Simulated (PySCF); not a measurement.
C4H8O2, charge +1, doublet, at a GFN2-xTB geometry (a state made from the parent by changing its charge; the spin is typed, not shown lowest). Base run: PBE/def2-SV(P) (PySCF).

Input for PySCF:
```python
from pyscf import gto, scf, dft

mol = gto.M(
    atom='''
C     1.248381    0.566331    0.054906
C     0.951091   -0.880577    0.449678
O    -0.158291   -1.417232   -0.192638
C    -1.105630   -0.503052   -0.637749
C    -1.093843    0.817298    0.133165
O     0.158291    1.417232    0.192638
H     2.077646    0.996447    0.627594
H     1.557194    0.557127   -1.010086
H     1.797798   -1.550144    0.261476
H     0.764933   -0.888897    1.542808
H    -0.893584   -0.262962   -1.699375
H    -2.082467   -0.998583   -0.607913
H    -1.792978    1.552281   -0.281158
H    -1.428542    0.594732    1.166653
''',
    basis='def2-sv(p)',
    charge=1,
    spin=1,
    verbose=5,
)

mf = dft.UKS(mol)
mf.xc = 'pbe'
mf.kernel()
```

Variants of this job, named by their change:

```json
[
 {"change": "base", "ΔE vs base (mEh)": "0.000", "fitting functions": "-"},
 {"change": "auxbasis = def2-universal-jfit", "ΔE vs base (mEh)": "-0.315", "fitting functions": "382"},
 {"change": "auxbasis = def2-tzvp-ri", "ΔE vs base (mEh)": "-0.434", "fitting functions": "576"},
 {"change": "auxbasis = even-tempered beta=1.6", "ΔE vs base (mEh)": "-0.186", "fitting functions": "1148"},
 {"change": "auxbasis = cc-pvtz-jkfit", "ΔE vs base (mEh)": "-0.144", "fitting functions": "714"},
 {"change": "auxbasis = cc-pvqz-jkfit", "ΔE vs base (mEh)": "-0.063", "fitting functions": "1044"},
 {"change": "auxbasis = def2-svp-ri", "ΔE vs base (mEh)": "-17.707", "fitting functions": "400"},
 {"change": "auxbasis = default (with mf = mf.density_fit())", "ΔE vs base (mEh)": "-0.315", "fitting functions": "382"},
 {"change": "auxbasis = cc-pvtz-ri", "ΔE vs base (mEh)": "-0.444", "fitting functions": "726"},
 {"change": "auxbasis = autoaux", "ΔE vs base (mEh)": "-0.971", "fitting functions": "738"}
]
```

A fitting set is made for a task (jfit for Coulomb, jkfit for Coulomb and exchange, ri for correlation) and for a family of orbital bases.

Open shells are given as the SCF converged; they aren't shown to be the lowest states, and a large step between rows can be another state.
